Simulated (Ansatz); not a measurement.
(CaTe)n off: PBE-D4/def2-TZVP single points in Ansatz on relaxed structures, gas phase. Each cluster is the lowest isomer that a short search found in that spin, judged at the geometry's level, and lower ones may exist. Core potentials for Te, no spin–orbit coupling. Binding counts from free atoms in the multiplicity of their measured ground term, without zero-point energy. Singlets are spin-restricted. A dash marks a value that wasn't run or was left out as unsound. The structures are stationary points that may keep the symmetry of their start.

Problem. Estimate the order by vertical IE (eV), lowest first.
A. CaTe2 (singlet)
B. Ca3Te2 (singlet)

Solution. B (4.65), A (6.25).

In full:

```csv
species,atoms,state,geometry,HOMO (eV),LUMO (eV),gap (eV),vertical IE (eV),binding per atom (eV),lowest of the spins relaxed,point group (within 0.1 Å)
CaTe2,3,singlet,r2SCAN-D4/def2-TZVP,-3.78,-2.95,0.83,6.25,2.10,"singlet, of singlet/triplet/quintet",C2v
Ca3Te2,5,singlet,PBE-D4/def2-SVP,-3.12,-2.31,0.81,4.65,2.35,"singlet, of singlet/triplet/quintet",D3h
Ca2Te3,5,singlet,PBE-D4/def2-SVP,-4.28,-2.75,1.53,–,2.68,–,C2v
```

The gap (eV) runs from 0.81 (Ca3Te2) to 1.53 (Ca2Te3). The binding per atom (eV) runs from 2.10 (CaTe2) to 2.68 (Ca2Te3).
